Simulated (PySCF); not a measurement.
Isomers of C8H16OSi. Computed with PBE0-D3(BJ)/def2-SVP geometry optimisation, gas phase (PySCF 2.14.0). Energies are electronic, without zero-point or thermal terms, for one conformer each. No frequencies were run at this level. Point groups hold within 0.08 Å.

Problem. Order them by energy at this level, lowest first, and give relative energies in kcal/mol.
A. `[CH2:1]=[C:2](/[CH:3]=[CH:4]/[CH3:5])[O:6][Si:7]([CH3:8])([CH3:9])[CH3:10]` with C1–C2–C3–C4 180°, C1–C2–O6–Si7 -5°
B. `[SiH3:1][O:2][C@:3]12[CH2:4][CH2:5][CH2:6][C@H:7]1[CH2:8][CH2:9][CH2:10]2` with Si1–O2–C3–C4 -58°, O2–C3–C4–C5 -145°, C3–C4–C5–C6 41°, C4–C5–C6–C7 -40°, C5–C6–C7–C8 -94°
C. `[CH2:1]1[CH2:2][CH2:3][CH:4]([Si@H:5]2[CH2:6][CH2:7][CH2:8][O:9]2)[CH2:10]1` with C3–C4–Si5–C6 -171°, C10–C1–C2–C3 19°, C1–C2–C3–C4 7°, C2–C3–C4–Si5 -155°, C4–Si5–C6–C7 137°
D. `[CH2:1]=[C:2]([CH3:3])[C@:4]1([CH2:5][CH3:6])[CH2:7][CH2:8][O:9][SiH2:10]1` with C1–C2–C4–C5 120°, C2–C4–C5–C6 -60°, C2–C4–C7–C8 -158°, C4–C7–C8–O9 41°, C7–C8–O9–Si10 -20°, C8–O9–Si10–C4 -3°

Solution. C (0.0), B (6.4), A (9.5), D (25.2).

As drawn, the highest has a C=C bond outside aromatic rings, which the lowest lacks.

```
                    SMILES      E (Eh)  E rel (kcal/mol)  dipole (D)  point group       A, B, C (MHz)
     C1CCC([Si@H]2CCCO2)C1  -678.31885               0.0        1.60           C1  2884, 603.3, 536.2
[SiH3]O[C@]12CCC[C@H]1CCC2  -678.30868               6.4        1.13           C1  1698, 941.3, 740.3
   C=C(/C=C/C)O[Si](C)(C)C  -678.30374               9.5        0.95      near Cs  1758, 599.2, 524.2
 C=C(C)[C@]1(CC)CCO[SiH2]1  -678.27862              25.2        1.69           C1  1506, 949.8, 834.4
```
